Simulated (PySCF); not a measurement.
C₂H₇ClOSi. Atoms are numbered in the order given.

```xyz
12

C     -2.3410    -0.6259     0.7231
C     -1.2193     0.1513     0.0293
O     -1.1300     1.5062     0.4782
Si     0.4805    -0.7086     0.2204
Cl     1.9187     0.2488    -0.9419
H     -2.1301    -0.7667     1.8058
H     -2.4819    -1.6315     0.2762
H     -3.2959    -0.0677     0.6369
H     -1.4407     0.2179    -1.0586
H     -0.9314     1.4799     1.4339
H      0.4483    -2.1608    -0.1725
H      0.8879    -0.5827     1.6652
```

Geometry: PBE-D3(BJ)/def2-SVP. The structure was generated by enumeration; whether it is a known compound was not checked. Other conformers were not sampled.

Level of theory: PySCF with PBE-D3(BJ)/def2-SVP.

Frequencies are harmonic and unscaled.

Computed harmonic wavenumbers and intensities:
```tsv
mode	ν (cm⁻¹)	IR (km/mol)	moving atoms (share of kinetic energy)
1	62	0.0	Si 22 %, Cl 20 %, H 20 %, O 19 %, C 18 %
2	111	1.0	Cl 30 %, O 24 %, Si 18 %, C 16 %, H 12 %
3	215	2.2	H 74 %, O 10 %
4	247	3.6	C 40 %, H 29 %, Cl 18 %, O 9 %
5	276	4.6	H 60 %, O 16 %, Si 14 %, C 9 %
6	337	107.1	H 85 %
7	411	39.1	C 33 %, H 32 %, O 27 %
8	522	43.4	Si 34 %, H 30 %, Cl 19 %, C 11 %
9	559	28.3	Si 40 %, H 29 %, Cl 22 %
10	645	12.3	H 61 %, C 21 %, Si 16 %
11	710	5.4	H 76 %, C 18 %
12	824	191.1	H 81 %, Si 10 %
13	883	29.3	H 50 %, C 30 %, O 18 %
14	909	75.2	H 95 %
15	958	49.3	H 76 %, C 18 %
16	1054	16.6	H 52 %, C 47 %
17	1067	83.9	C 51 %, O 25 %, H 23 %
18	1184	8.0	H 62 %, C 37 %
19	1243	10.4	H 74 %, C 25 %
20	1328	2.8	H 80 %, C 19 %
21	1355	40.5	H 84 %, C 11 %
22	1406	10.3	H 95 %
23	1422	5.2	H 96 %
24	2147	84.7	H 98 %
25	2161	121.7	H 96 %
26	2955	17.0	H 97 %
27	2987	7.0	H 92 %
28	3040	17.0	H 91 %, C 9 %
29	3061	10.2	H 91 %, C 9 %
30	3677	18.5	H 94 %
```
